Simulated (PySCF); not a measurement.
**Dipole response of Mg (magnesium, neutral)**

[Ne] 3s1 3p1, high-spin 3P determinant (an excited configuration). All numbers are calculated (PySCF 2.14, the non-relativistic Hamiltonian (point nucleus), in aug-cc-pCVTZ (8s7p5d3f, 75 functions)). Coupled (time-dependent) response in atomic units; α is the mean over directions.

```tsv
method	mean α (bohr³)	α xx, yy, zz	C₆ (like pair)	S(−4)
UHF	97.45	85.59, 121.2, 85.59	969.0	5857
PBE	105.8	84.92, 147.6, 84.92	1055	8323
PBE0	101.7	84.34, 136.4, 84.34	1009	7115
wB97X-V	97.52	84.02, 124.5, 84.02	962.5	6054
```

S(−4) is the Cauchy moment in α(ω) = α(0) + S(−4) ω² + …

α(iu) at PBE:

```json
{"u (hartree)": "0", "α(iu) (bohr³)": "105.8"}
{"u (hartree)": "0.0500", "α(iu) (bohr³)": "89.47"}
{"u (hartree)": "0.100", "α(iu) (bohr³)": "63.79"}
{"u (hartree)": "0.200", "α(iu) (bohr³)": "31.40"}
{"u (hartree)": "0.300", "α(iu) (bohr³)": "17.42"}
{"u (hartree)": "0.500", "α(iu) (bohr³)": "7.456"}
{"u (hartree)": "0.750", "α(iu) (bohr³)": "3.722"}
{"u (hartree)": "1.00", "α(iu) (bohr³)": "2.307"}
{"u (hartree)": "1.50", "α(iu) (bohr³)": "1.227"}
{"u (hartree)": "2.00", "α(iu) (bohr³)": "0.8100"}
{"u (hartree)": "3.00", "α(iu) (bohr³)": "0.4651"}
{"u (hartree)": "5.00", "α(iu) (bohr³)": "0.2323"}
```

A single London oscillator, α(iu) = α/(1 + u²/ω²), gives C₆ = (3/4) ω α². Matching the computed C₆ needs ω = 4 × 1055 / (3 × 105.8²) = 0.126 hartree.

The components differ because the open shell of this determinant is not spherical; for a pure term their mean is the scalar polarisability.
